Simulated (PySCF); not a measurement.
## Ag²⁺: excitation energy

Ag²⁺ [Kr] 4d9 (2D) → Ag²⁺ [Kr] 4d8 5s1 (4F), as a difference of total energies. Calculation: PySCF 2.14, in ANO-RCC-VTZP; the spin-free X2C one-electron Hamiltonian (Gaussian nucleus). Correlated levels: valence: [Kr] frozen. The calculations carry no spin-orbit coupling.

```tsv
method	excitation energy (eV)
UHF	7.629
MP2 (valence)	8.342
SCS-MP2 (valence)	8.455
CCSD (valence)	8.202
CCSD(T) (valence)	8.229
```

Question: How much does correlation contribute at CCSD(T) (valence)?

Answer: 8.229 − (7.629) = 0.600 eV, measured against UHF.

A first-order spin-orbit estimate (lowest level to lowest level, LS coupling) adds -0.136 eV.

The basis was made for the ground configuration and has no added diffuse functions, so the excitation energy can come out too high.
